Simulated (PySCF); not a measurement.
Numbering as in the mapped SMILES `[O:1]=[C:2]1[CH:3]=[C:4]([CH:5]([F:6])[F:7])[CH2:8][SiH2:9]1`. Hydrogens are named by the atom that carries them.

PySCF calculation with σ from GIAO-PBE0/pcSseg-1 and structure optimised with GFN2-xTB; one computed conformer, no solvent model, one averaged value for each set of equivalent atoms, relativity neglected.

Chemical shifts δ = σref − σ; 13C and 1H and 29Si vs TMS; 17O against H2O; 19F against CFCl3, all at this level.

| atoms | nucleus | count | Hirshfeld charge | δ (ppm) |
| --- | --- | --- | --- | --- |
| C2 | 13C | 1 | 0.06 | ? |
| O1 | 17O | 1 | -0.23 | 851.7 |
| H(C5) | 1H | 1 | 0.05 | 6.63 |
| H(Si9) | 1H | 2 | -0.06 | 4.19 |
| F6/F7 | 19F | 2 | -0.10 | -145.9 |
| H(C8) | 1H | 2 | 0.05 | 1.92 |
| Si9 | 29Si | 1 | 0.35 | ? |
| C5 | 13C | 1 | 0.15 | 121.3 |
| C4 | 13C | 1 | 0.01 | 175.4 |
| C8 | 13C | 1 | -0.16 | ? |
| C3 | 13C | 1 | -0.06 | 146.6 |
| H(C3) | 1H | 1 | 0.06 | ? |

Q: Estimate the values marked ?.

A: 
- C2: 236.0 ppm, carbonyl carbon
- C8: 11.2 ppm, allylic sp3 CH2 bonded to Si; an electropositive neighbour leaves it electron-rich and shielded
- H(C3): 6.79 ppm, hydrogen on an α carbon of a C=C–C=O unit; olefinic region
- Si9: -73.8 ppm, silicon bonded to 2 C, 2 H, in a 5-membered ring

Shifts are as computed. Against solution values, carbons near 30 ppm lie about +3 ppm off and those near 130 ppm about +5 ppm. Of 1211 compounds with measured shifts, 218 miss one by over three times the rms of a fit or turn the order of signals round; such compounds aren't used in these exercises. Unscaled 19F shifts against computed CFCl3 carry errors that often reach 10 to 50 ppm. Unscaled 17O shifts of doubly bonded oxygen tend to come out too high, by tens of ppm or more. Experimental scales use liquid or dissolved standards, which lie at an offset from isolated H2O (liquid H2O: subtract about 36 ppm).
